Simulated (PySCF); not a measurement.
Compound: C5H10Se.
Atom-mapped SMILES: `[CH3:1][CH2:2]/[CH:3]=[CH:4]/[Se:5][CH3:6]` (hydrogens: H7, H8, H9 on C1; H10, H11 on C2; H12 on C3; H13 on C4; H14, H15, H16 on C6)

Method: PBE0-D3(BJ)/def2-SVP geometry optimisation, gas phase (PySCF 2.14.0).

**Question.** What internal coordinates does the optimisation give?

**Answer.** 
```json
{"bond": "C1–C2", "length (pm)": "152.6", "order": "single"}
{"bond": "C2–C3", "length (pm)": "149.8", "order": "single"}
{"bond": "C3=C4", "length (pm)": "133.8", "order": "double"}
{"bond": "C4–Se5", "length (pm)": "188.5", "order": "single"}
{"bond": "Se5–C6", "length (pm)": "193.4", "order": "single"}
{"bond": "C1–H7, C1–H8, C1–H9", "length (pm)": "110.1", "order": "single"}
{"bond": "C2–H10, C2–H11", "length (pm)": "110.4", "order": "single"}
{"bond": "C3–H12", "length (pm)": "109.7", "order": "single"}
{"bond": "C4–H13", "length (pm)": "109.7", "order": "single"}
{"bond": "C6–H14, C6–H15, C6–H16", "length (pm)": "109.9", "order": "single"}
```

Bonds in one row agree within 1 pm and their mean is given. Orders are formal, as drawn. A selection of angles:
```json
{"angle": "C2–C1–H7", "degrees": "111.3"}
{"angle": "H7–C1–H8", "degrees": "108.1"}
{"angle": "C1–C2–C3", "degrees": "112.9"}
{"angle": "C1–C2–H10", "degrees": "108.9"}
{"angle": "C3–C2–H10", "degrees": "109.1"}
{"angle": "H10–C2–H11", "degrees": "106.2"}
{"angle": "C2–C3–C4", "degrees": "123.9"}
{"angle": "C2–C3–H12", "degrees": "116.0"}
{"angle": "C4–C3–H12", "degrees": "120.1"}
{"angle": "C3–C4–Se5", "degrees": "128.7"}
{"angle": "C3–C4–H13", "degrees": "120.1"}
{"angle": "Se5–C4–H13", "degrees": "111.2"}
{"angle": "C4–Se5–C6", "degrees": "99.3"}
{"angle": "Se5–C6–H14", "degrees": "110.6"}
{"angle": "Se5–C6–H16", "degrees": "106.6"}
{"angle": "H14–C6–H15", "degrees": "110.2"}
```

Torsions: C1–C2–C3–C4 116° (anticlinal); C2–C3–C4–Se5 -179° (antiperiplanar); C3–C4–Se5–C6 1° (synperiplanar). The mirror-image conformer, all signs reversed, is as good.

Of the pairs four or more bonds apart, C6···H12 is among the closest relative to their van der Waals radii: 2.64 Å, 91 % of the sum of Bondi's values. The 3 C–C bonds span 1.338 Å (C3=C4, drawn double) to 1.526 Å (C1–C2, drawn single), a spread of 0.188 Å. The C–Se distances run from 1.885 Å (C4–Se5, drawn single) to 1.934 Å (Se5–C6, drawn single), a spread of 0.049 Å.

Point group: C1 (no symmetry element, even within 0.4 Å). Not checked by PBE0-D3(BJ)/def2-SVP frequencies. The numbers are those of one conformer.
